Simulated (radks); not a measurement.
Species: Ce4+. Configuration: [Kr] 4d10 5s2 5p5 6p1 (not the ground configuration). Method: Dirac Kohn-Sham, PBE, spin-unpolarised, spherical densities, finite nucleus; open shells fill j = l - 1/2 first; Fermi nuclear charge, rms radius 4.8771 fm; computed with a radial shooting solver on a logarithmic mesh with Libxc functionals.

Normalised radial functions P(r) = r R(r) (large component), r in bohr:

r	5d3/2	5d5/2	6p1/2
0.002129	0.0000	0.0000	0.0027
0.003332	0.0001	0.0000	0.0050
0.005214	0.0002	0.0002	0.0093
0.008162	0.0008	0.0006	0.0178
0.01267	0.0024	0.0020	0.0330
0.01983	0.0077	0.0067	0.0585
0.03104	0.0226	0.0207	0.0920
0.04859	0.0605	0.0569	0.1139
0.07605	0.1373	0.1320	0.0772
0.119	0.2377	0.2333	-0.0514
0.1863	0.2492	0.2513	-0.1646
0.2916	0.0068	0.0179	-0.0294
0.4564	-0.3579	-0.3497	0.2312
0.7144	-0.2806	-0.2911	0.0508
1.109	0.3532	0.3328	-0.3625
1.736	0.8032	0.7970	-0.0900
2.717	0.5337	0.5424	0.5898
4.253	0.1231	0.1283	0.4952
6.657	0.0062	0.0066	0.0829
10.42	0.0000	0.0000	0.0017

5d3/2 (empty): eigenvalue -39.403 eV, 2 radial nodes at r = 0.294, 0.890 bohr, <r> = 2.04 bohr, 90 % of the charge inside 2.98 bohr. 5d5/2 (empty): eigenvalue -38.946 eV, 2 radial nodes at r = 0.298, 0.900 bohr, <r> = 2.06 bohr, 90 % of the charge inside 3.01 bohr. 6p1/2: eigenvalue -26.824 eV, 4 radial nodes at r = 0.102, 0.305, 0.750, 1.84 bohr, <r> = 3.37 bohr, 90 % of the charge inside 4.71 bohr.
